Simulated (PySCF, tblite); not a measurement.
Species: C5H14BN.
SMILES with atom numbers: `[BH3-:1][NH2+:2][CH2:3][CH:4]1[CH2:5][CH2:6][CH2:7]1` (hydrogens: H8, H9, H10 on B1; H11, H12 on N2; H13, H14 on C3; H15 on C4; H16, H17 on C5; H18, H19 on C6; H20, H21 on C7)

Computed with GFN2-xTB (tblite), gas phase: nudged elastic band of 9 images (0 to 8), spring 0.2 eV/Å², climbing image at the end, force threshold 0.05 eV/Å. The top image wasn't refined or checked by frequencies; at this threshold it can lie a kcal/mol or more above the true saddle point of the method.

Path: rotation about C3–N2 (sp3 carbon bound to nitrogen, nitrogen bonded to B, C and 2 H), followed by the dihedral C4–C3–N2–B1.

Image 0 (start, dihedral -177°):
```
atom  x, y, z in Å
B1      2.988    0.803   -0.566
N2      1.721    0.128    0.237
C3      0.551   -0.156   -0.590
C4     -0.608   -0.720    0.221
C5     -1.920   -0.910   -0.564
C6     -2.627    0.085    0.369
C7     -1.316    0.291    1.145
H8      3.296    0.024   -1.413
H9      3.836    0.946    0.262
H10     2.591    1.838   -1.004
H11     1.474    0.774    0.981
H12     2.072   -0.726    0.659
H13     0.255    0.776   -1.077
H14     0.852   -0.859   -1.370
H15    -0.284   -1.627    0.741
H16    -2.319   -1.921   -0.537
H17    -1.858   -0.588   -1.601
H18    -3.431   -0.347    0.960
H19    -3.002    0.977   -0.127
H20    -1.361   -0.002    2.192
H21    -0.919    1.304    1.081
```

Image 8 (end, +0.099 eV, dihedral -71°):
```
atom  x, y, z in Å
B1      2.337    1.077    0.270
N2      1.938   -0.458   -0.188
C3      0.607   -0.694   -0.755
C4     -0.500   -0.591    0.285
C5     -1.889   -1.014   -0.234
C6     -2.438    0.387    0.078
C7     -1.050    0.818    0.574
H8      2.078    1.779   -0.658
H9      3.510    1.021    0.487
H10     1.708    1.331    1.247
H11     2.079   -1.035    0.635
H12     2.648   -0.696   -0.873
H13     0.444    0.048   -1.540
H14     0.570   -1.696   -1.207
H15    -0.198   -1.130    1.185
H16    -2.355   -1.821    0.328
H17    -1.903   -1.272   -1.291
H18    -3.213    0.402    0.841
H19    -2.797    0.931   -0.792
H20    -1.008    1.106    1.621
H21    -0.576    1.597   -0.015
```

**Question.** What do the inner images look like?

**Answer.** 
Image 1: +0.011 eV, dihedral -165°
```
atom  x, y, z in Å
B1      2.911    0.904   -0.520
N2      1.743    0.012    0.215
C3      0.565   -0.268   -0.603
C4     -0.609   -0.756    0.235
C5     -1.930   -0.924   -0.539
C6     -2.588    0.149    0.342
C7     -1.266    0.336    1.104
H8      3.255    0.293   -1.482
H9      3.773    1.012    0.298
H10     2.398    1.947   -0.785
H11     1.469    0.551    1.031
H12     2.171   -0.850    0.536
H13     0.293    0.659   -1.112
H14     0.835   -1.003   -1.365
H15    -0.321   -1.649    0.798
H16    -2.379   -1.912   -0.464
H17    -1.854   -0.657   -1.590
H18    -3.406   -0.218    0.956
H19    -2.928    1.030   -0.198
H20    -1.319    0.110    2.167
H21    -0.822    1.322    0.976
```

Image 2: +0.038 eV, dihedral -152°
```
atom  x, y, z in Å
B1      2.816    0.995   -0.459
N2      1.768   -0.093    0.187
C3      0.578   -0.373   -0.619
C4     -0.606   -0.781    0.247
C5     -1.937   -0.935   -0.513
C6     -2.545    0.211    0.311
C7     -1.213    0.382    1.059
H8      3.160    0.565   -1.514
H9      3.708    1.068    0.330
H10     2.199    2.013   -0.546
H11     1.488    0.321    1.071
H12     2.283   -0.944    0.388
H13     0.330    0.542   -1.161
H14     0.814   -1.147   -1.353
H15    -0.348   -1.654    0.853
H16    -2.426   -1.897   -0.383
H17    -1.854   -0.727   -1.577
H18    -3.376   -0.088    0.945
H19    -2.850    1.076   -0.275
H20    -1.272    0.217    2.133
H21    -0.726    1.339    0.876
```

Image 3: +0.073 eV, dihedral -138°
```
atom  x, y, z in Å
B1      2.708    1.073   -0.381
N2      1.796   -0.187    0.148
C3      0.589   -0.473   -0.639
C4     -0.599   -0.793    0.257
C5     -1.940   -0.939   -0.485
C6     -2.500    0.270    0.280
C7     -1.157    0.433    1.009
H8      3.033    0.824   -1.498
H9      3.631    1.124    0.374
H10     2.002    2.032   -0.301
H11     1.532    0.079    1.092
H12     2.400   -0.998    0.210
H13     0.363    0.418   -1.227
H14     0.787   -1.295   -1.332
H15    -0.366   -1.643    0.905
H16    -2.462   -1.875   -0.302
H17    -1.859   -0.791   -1.560
H18    -3.336    0.034    0.934
H19    -2.781    1.112   -0.349
H20    -1.215    0.326    2.091
H21    -0.635    1.358    0.773
```

Image 4: +0.100 eV, dihedral -124°
```
atom  x, y, z in Å
B1      2.592    1.136   -0.288
N2      1.825   -0.266    0.101
C3      0.600   -0.566   -0.659
C4     -0.587   -0.791    0.265
C5     -1.940   -0.938   -0.457
C6     -2.459    0.325    0.249
C7     -1.103    0.487    0.956
H8      2.878    1.060   -1.441
H9      3.547    1.171    0.426
H10     1.817    2.011   -0.054
H11     1.607   -0.173    1.087
H12     2.514   -1.002    0.002
H13     0.395    0.289   -1.306
H14     0.755   -1.444   -1.293
H15    -0.374   -1.612    0.956
H16    -2.484   -1.849   -0.220
H17    -1.867   -0.849   -1.538
H18    -3.294    0.145    0.921
H19    -2.724    1.139   -0.420
H20    -1.153    0.436    2.042
H21    -0.555    1.381    0.670
```

Image 5: +0.115 eV, dihedral -111°
```
atom  x, y, z in Å
B1      2.482    1.177   -0.180
N2      1.854   -0.329    0.043
C3      0.609   -0.647   -0.677
C4     -0.573   -0.775    0.273
C5     -1.936   -0.938   -0.425
C6     -2.425    0.370    0.215
C7     -1.060    0.546    0.898
H8      2.698    1.276   -1.348
H9      3.479    1.190    0.476
H10     1.674    1.958    0.212
H11     1.714   -0.424    1.044
H12     2.605   -0.952   -0.228
H13     0.421    0.160   -1.387
H14     0.722   -1.582   -1.237
H15    -0.370   -1.561    1.008
H16    -2.493   -1.825   -0.131
H17    -1.876   -0.911   -1.511
H18    -3.258    0.245    0.903
H19    -2.682    1.152   -0.496
H20    -1.097    0.549    1.986
H21    -0.498    1.413    0.562
```

Image 6 (top): +0.124 eV, dihedral -97°
```
atom  x, y, z in Å
B1      2.406    1.192   -0.059
N2      1.880   -0.372   -0.019
C3      0.613   -0.705   -0.690
C4     -0.558   -0.746    0.281
C5     -1.932   -0.949   -0.388
C6     -2.412    0.398    0.176
C7     -1.037    0.613    0.826
H8      2.492    1.475   -1.214
H9      3.467    1.159    0.487
H10     1.626    1.867    0.531
H11     1.841   -0.644    0.958
H12     2.651   -0.867   -0.452
H13     0.434    0.052   -1.456
H14     0.692   -1.685   -1.179
H15    -0.353   -1.482    1.063
H16    -2.486   -1.814   -0.030
H17    -1.890   -0.991   -1.474
H18    -3.236    0.319    0.880
H19    -2.674    1.134   -0.580
H20    -1.053    0.681    1.911
H21    -0.480    1.454    0.428
```

Image 7: +0.118 eV, dihedral -85°
```
atom  x, y, z in Å
B1      2.354    1.177    0.080
N2      1.903   -0.406   -0.083
C3      0.614   -0.739   -0.706
C4     -0.541   -0.703    0.284
C5     -1.925   -0.968   -0.343
C6     -2.411    0.410    0.133
C7     -1.023    0.691    0.726
H8      2.251    1.657   -1.006
H9      3.490    1.113    0.446
H10     1.658    1.688    0.895
H11     1.964   -0.821    0.842
H12     2.661   -0.776   -0.645
H13     0.438   -0.020   -1.508
H14     0.662   -1.747   -1.142
H15    -0.321   -1.373    1.120
H16    -2.462   -1.812    0.085
H17    -1.904   -1.085   -1.424
H18    -3.213    0.371    0.865
H19    -2.707    1.085   -0.666
H20    -1.009    0.848    1.802
H21    -0.486    1.502    0.245
```

The largest changes of bonds and angles from start to top: N2–C3 1.461 → 1.472 Å, B1–N2 1.645 → 1.651 Å, C3–H14 1.093 → 1.098 Å, B1–H10 1.192 → 1.188 Å, B1–N2–H12 106.3 → 102.1°, B1–N2–C3 114.9 → 118.6°, N2–B1–H10 106.2 → 108.5°. GFN2-xTB torsional profiles can miss by a kcal/mol or more and can put conformers in the wrong order.

**Question.** What do single points at PBE0/pcSseg-1 (PySCF, no dispersion term) give on some images?

**Answer.** 
```json
{"image": "0", "GFN2-xTB E (eV)": "0.000", "DFT E (eV)": "0.000", "HOMO (eV)": "-7.64", "LUMO (eV)": "0.55", "dipole (D)": "6.01"}
{"image": "3", "GFN2-xTB E (eV)": "0.073", "DFT E (eV)": "0.091", "HOMO (eV)": "-7.64", "LUMO (eV)": "0.60", "dipole (D)": "5.79"}
{"image": "6", "GFN2-xTB E (eV)": "0.124", "DFT E (eV)": "0.145", "HOMO (eV)": "-7.56", "LUMO (eV)": "0.58", "dipole (D)": "5.39"}
{"image": "7", "GFN2-xTB E (eV)": "0.118", "DFT E (eV)": "0.129", "HOMO (eV)": "-7.54", "LUMO (eV)": "0.59", "dipole (D)": "5.31"}
{"image": "8", "GFN2-xTB E (eV)": "0.099", "DFT E (eV)": "0.094", "HOMO (eV)": "-7.61", "LUMO (eV)": "0.63", "dipole (D)": "5.21"}
```

Energies count from image 0 at each level. At the GFN2-xTB top the DFT energy is 3.4 kcal/mol against 2.9; the geometries weren't optimised at the DFT level.

What follows is the cost of the whole band run. Time: 18 s wall, 10 s CPU; peak memory 0.19 GiB. Hardware: Intel Xeon at 2.50 GHz, one thread, shared host.
